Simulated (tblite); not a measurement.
C7H15OP.
SMILES with atom numbers: `[CH3:1][C@@H:2]1[CH2:3][CH2:4][P:5]1[CH2:6][CH2:7][CH2:8][OH:9]` (hydrogens: H10, H11, H12 on C1; H13 on C2; H14, H15 on C3; H16, H17 on C4; H18, H19 on C6; H20, H21 on C7; H22, H23 on C8; H24 on O9)

Geometry (GFN2-xTB, Å), atoms numbered from 1 in this order:
```xyz
24
C7H15OP angstrom
C     -2.474    1.239    0.577
C     -2.096    0.367   -0.603
C     -2.152   -1.156   -0.408
C     -0.912   -1.488   -1.248
P     -0.302    0.290   -1.215
C      0.597    0.234    0.425
C      2.031   -0.261    0.260
C      2.880    0.710   -0.560
O      4.197    0.256   -0.754
H     -2.297    2.288    0.347
H     -1.900    0.978    1.463
H     -3.531    1.112    0.807
H     -2.700    0.656   -1.470
H     -3.075   -1.625   -0.751
H     -2.011   -1.422    0.640
H     -1.167   -1.782   -2.267
H     -0.234   -2.231   -0.830
H      0.607    1.252    0.825
H      0.064   -0.411    1.126
H      2.486   -0.390    1.248
H      2.038   -1.233   -0.240
H      2.879    1.700   -0.077
H      2.454    0.818   -1.561
H      4.607    0.117    0.107
```

Level: GFN2-xTB in tblite, geometry and Hessian alike; calculated harmonic values, unscaled, isolated species. Errors from tens to a few hundred cm⁻¹ against measured bands are possible. One conformer, not necessarily the lowest.

Harmonic wavenumbers (cm⁻¹): 36.5, 72.6, 87.2, 123.7, 148.3, 184.3, 197.2, 276.1, 297.6, 300.0, 352.3, 405.3, 489.6, 533.8, 637.4, 670.0, 721.6, 755.3, 804.3, 836.1, 900.0, 928.3, 984.0, 991.8, 1010.1, 1018.8, 1032.9, 1070.2, 1101.2, 1117.2, 1137.6, 1144.1, 1156.7, 1162.0, 1203.4, 1219.3, 1243.5, 1262.2, 1270.2, 1300.8, 1314.0, 1327.4, 1360.3, 1406.0, 1436.3, 1445.6, 1477.5, 1487.9, 1492.7, 1499.6, 1501.1, 2862.1, 2915.1, 2926.0, 2945.4, 2954.6, 2963.6, 2968.6, 2970.9, 2980.8, 2989.8, 2994.5, 3007.0, 3025.5, 3034.7, 3536.8.

A = 2887, B = 653.5, C = 606.5 MHz; mass 146.086 u (most abundant isotopes); point group C1, symmetry number 1.

Q: Zero-point energy?

A: ½Σν̃ = 45504 cm⁻¹ = 544.35 kJ/mol.

Q: What is S at 298.15 K and 1 bar for an ideal gas of classical rigid rotors and harmonic oscillators?

A: Translation 171.02, rotation 125.60, vibration 143.65: S = 440.3 J/(mol K).

Q: And Cp and H(298.15 K) − H(0)?

A: Cp = 181.09 J/(mol K), of which vibrations give 147.84 (their classical limit is 66 R = 548.8); H(298.15 K) − H(0) = 32.22 kJ/mol without the zero-point energy, 22.30 from vibrations.

Q: Blend soft modes into free rotors: weight 1/[1 + (100 cm⁻¹/ν̃)⁴] for the oscillator and the rest for a rotor with moment μB/(μ + B), μ = h/(8π²ν), B = 10⁻⁴⁴ kg m². What vibrational entropy results?

A: 131.64 J/(mol K) in place of 143.65, which changes −T·S at 298.15 K by +3.58 kJ/mol.

Q: What must be added to the electronic energy to get the Gibbs energy at 298.15 K and 1 bar?

A: ZPE + [H(298.15 K) − H(0)] − T·S = 544.35 + 32.22 − 131.27 = 445.30 kJ/mol.

Q: Which modes carry the vibrational entropy at 298.15 K?

A: 36.5 cm⁻¹: 22.76; 72.6 cm⁻¹: 17.08; 87.2 cm⁻¹: 15.57; 123.7 cm⁻¹: 12.73; 148.3 cm⁻¹: 11.27; 184.3 cm⁻¹: 9.56 J/(mol K); the other 60 give 54.68 together.

Q: How do the functions run with temperature in this model?

A: 
```json
{"T (K)": "50", "S (J/(mol K))": "253.9", "Cp (J/(mol K))": "59.7", "H − H(0) (kJ/mol)": "2.20", "G − H(0) (kJ/mol)": "-10.49", "ln q(vib)": "0.70"}
{"T (K)": "100", "S (J/(mol K))": "304.1", "Cp (J/(mol K))": "87.5", "H − H(0) (kJ/mol)": "5.91", "G − H(0) (kJ/mol)": "-24.50", "ln q(vib)": "2.17"}
{"T (K)": "373.15", "S (J/(mol K))": "485.2", "Cp (J/(mol K))": "221.0", "H − H(0) (kJ/mol)": "47.30", "G − H(0) (kJ/mol)": "-133.76", "ln q(vib)": "10.54"}
{"T (K)": "500", "S (J/(mol K))": "558.6", "Cp (J/(mol K))": "281.6", "H − H(0) (kJ/mol)": "79.30", "G − H(0) (kJ/mol)": "-200.01", "ln q(vib)": "14.37"}
{"T (K)": "750", "S (J/(mol K))": "690.5", "Cp (J/(mol K))": "368.0", "H − H(0) (kJ/mol)": "161.32", "G − H(0) (kJ/mol)": "-356.52", "ln q(vib)": "21.81"}
{"T (K)": "1000", "S (J/(mol K))": "804.7", "Cp (J/(mol K))": "425.0", "H − H(0) (kJ/mol)": "260.91", "G − H(0) (kJ/mol)": "-543.75", "ln q(vib)": "28.88"}
```

q(vib) and H(0) count from the zero-point level.

Hindered rotation and anharmonicity are outside this model. Other conformers, if any are populated, would add a mixing term that is left out. The structure is chiral; the term R ln 2 for an equal mix with its mirror image is left out.
